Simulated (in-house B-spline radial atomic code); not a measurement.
Configurations of O IV (O3+), with energies counted from [He] 2s2 (2p1/2)1. All numbers are computed (Dirac-Hartree-Fock, average of each configuration as written; Fermi nucleus of rms radius 2.6991 fm) with a radial B-spline atomic code at the basis-set limit, not measured. Energies include first-order Breit, QED and recoil terms.

Occupations are held fixed; configurations that lie above the ionisation limit could autoionise.

| configuration | E - E(ref) (eV) | highest orbital | its <r> (bohr) |
| --- | --- | --- | --- |
| [He] 2s2 5s1 | 66.942 | 5s1/2 | 7.959 |
| [He] 2s2 (5f5/2)1 | 68.503 | 5f5/2 | 7.853 |
| [He] 2s2 (6d5/2)1 | 71.052 | 6d5/2 | 12.46 |
| [He] 2s2 (6f7/2)1 | 71.169 | 6f7/2 | 11.97 |
| [He] 2s2 (6g9/2)1 | 71.178 | 6g9/2 | 11 |
| [He] 2s1 (2p1/2)1 (4p3/2)1 | 72.534 | 4p3/2 | 5.157 |
| [He] 2s1 (2p3/2)1 (4d5/2)1 | 73.721 | 4d5/2 | 5.058 |

Task: Order these further configurations by energy, lowest first.
A. [He] 2s2 4s1
B. [He] 2s1 (2p1/2)1 (6f5/2)1
C. [He] 2s1 (2p3/2)1 (6d3/2)1
D. [He] 2s1 (2p3/2)1 (5f7/2)1
E. [He] 2s1 (2p1/2)1 (3d5/2)1

Result: A (60.396 eV), E (62.784 eV), D (79.017 eV), C (81.583 eV), B (81.625 eV).

Task: How far above the reference does [He] 2s2 (2p3/2)1 lie?

Result: 0.049099 eV; its least bound orbital is 2p3/2 with <r> = 0.9086 bohr.

Task: How far above the reference does [He] 2s1 (2p1/2)2 lie?

Result: 14.416 eV; its least bound orbital is 2p1/2 with <r> = 0.9242 bohr.
